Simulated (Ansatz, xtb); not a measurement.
**AlBF2H3Sn+: which of two structures lies lower**

Structure X is a singlet given by its coordinates and structure Y is a singlet given by its coordinates. Both are isolated ions in the gas phase, relaxed with PBE0-D3(BJ)/def2-SVP.

X (Å):

| atom | x (Å) | y (Å) | z (Å) |
| --- | --- | --- | --- |
| Al | -0.0374 | 0.2835 | -0.0265 |
| B | -2.4142 | 2.9607 | 1.7468 |
| F | 1.4505 | 0.3086 | 0.6613 |
| F | -0.5500 | 0.0085 | -1.5591 |
| Sn | -2.0998 | 0.7189 | 1.7708 |
| H | -1.2911 | 2.6580 | 2.2100 |
| H | -2.7006 | 2.4435 | 0.6432 |
| H | -3.0261 | 3.8948 | 2.1695 |

Close contacts (Å): Al1–F3 1.64, Al1–F4 1.64, Al1–Sn5 2.77, B2–Sn5 2.26, B2–H6 1.25, B2–H7 1.25, B2–H8 1.19, Sn5–H6 2.15, Sn5–H7 2.15.

Y (Å):

```xyz
8

Al    0.1838    0.8953    1.2666
B     0.7540    0.5518   -1.8542
F     1.7748    1.3128    1.1241
F    -0.0525    0.7098   -0.7166
Sn   -2.0611    0.3456    2.8600
H    -1.5234   -1.3045    2.4462
H     0.1897    0.7998   -2.8769
H     1.8684    0.1819   -1.6336
```

Close contacts (Å): Al1–F3 1.65, Al1–F4 2.01, Al1–Sn5 2.81, B2–F4 1.40, B2–H7 1.19, B2–H8 1.19, Sn5–H6 1.78.

**Question.** Estimate which is lower in electronic energy at CCSD(T)/def2-SVP + ΔMP2/def2-TZVPP, and by roughly how much.

**Answer.** Not settled: CCSD(T)/def2-SVP + ΔMP2/def2-TZVPP gives E(Y) − E(X) = +0.164 eV, but this leans on the basis-set step: CCSD(T) alone gives −0.204 eV.

How the difference moves with the method:

| level | geometry | E(Y) − E(X) (eV) | departure from the last row (eV) | job, with rough time for the two |
| --- | --- | --- | --- | --- |
| PBE0-D3(BJ)/def2-SVP | PBE0-D3(BJ)/def2-SVP | −0.037 | −0.201 | optimisation, 6 min |
| HF/def2-SVP | PBE0-D3(BJ)/def2-SVP | −0.668 | −0.832 | part of the CCSD(T) run |
| MP2/def2-SVP | PBE0-D3(BJ)/def2-SVP | −0.143 | −0.307 | part of the CCSD(T) run |
| CCSD(T)/def2-SVP | PBE0-D3(BJ)/def2-SVP | −0.204 | −0.368 | single point |
| CCSD(T)/def2-SVP + ΔMP2/def2-TZVPP | PBE0-D3(BJ)/def2-SVP | +0.164 |  | single point, 34 s |

PBE0-D3(BJ)/def2-SVP, HF/def2-SVP, MP2/def2-SVP, CCSD(T)/def2-SVP put the two in the other order. The largest departure from CCSD(T)/def2-SVP + ΔMP2/def2-TZVPP is that of HF/def2-SVP, 0.832 eV. Levels run at GFN2-xTB geometries aren't shown. The last row adds to CCSD(T) the change of the MP2 difference between the two basis sets, here +0.368 eV, a large step that makes the value less sure.

With harmonic frequencies from PBE0-D3(BJ)/def2-SVP (ideal gas, rigid rotor, one conformer each, 298.15 K, 1 atm): on the last row, ΔE + ΔZPE = +0.102 eV. A mode under 50 cm⁻¹ makes harmonic enthalpies and free energies unreliable, so none is given.

The correlated steps freeze 12 core orbitals; the filled d shell of Sn is correlated, in a basis made for valence electrons. Atoms past krypton carry core potentials in the def2 sets and no spin–orbit term is included. Run with Ansatz 0.2.0; the last row on 2 threads of Intel(R) Xeon(R) Platinum 8259CL CPU @ 2.50GHz (Skylake/Cascade Lake) on a shared host.
